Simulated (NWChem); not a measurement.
System: CH3CdClS; SMILES C[S][Cd][Cl]

```xyz
7

Cd     0.1380    -0.2889     0.0000
Cl    -0.2209    -2.5520     0.0000
S      0.5331     2.0155     0.0000
C     -1.1549     2.7178     0.0000
H     -1.7234     2.4424    -0.8988
H     -1.0242     3.8094     0.0000
H     -1.7234     2.4424     0.8988
```
Atoms are numbered in this order, from 1.

The geometry was optimised at PBE0/def2-SVP. def2 effective core potentials on Cd; no spin-orbit coupling.

Symmetry labels are those of Cs in the frame above (b1 and b2, or b-type labels, depend on it).

Question: List the 6 lowest vertical singlet excitations from PBE/def2-SVP with def2 effective core potentials on Cd, TDA (NWChem).

Answer: 
```
state  energy (eV)  oscillator strength  symmetry  leading excitation (squared amplitude)
-----  -----------  -------------------  --------  --------------------------------------
S1            3.45                0.007        a"                      HOMO → LUMO (1.00)
S2            4.25                0.000        a"                    HOMO → LUMO+1 (0.99)
S3            4.79                0.003        a'                    HOMO → LUMO+2 (0.61)
S4            4.87                0.014        a'                    HOMO−3 → LUMO (0.76)
S5            4.87                0.016        a"                    HOMO−2 → LUMO (1.00)
S6            5.64                0.000        a"                  HOMO−2 → LUMO+1 (1.00)
```
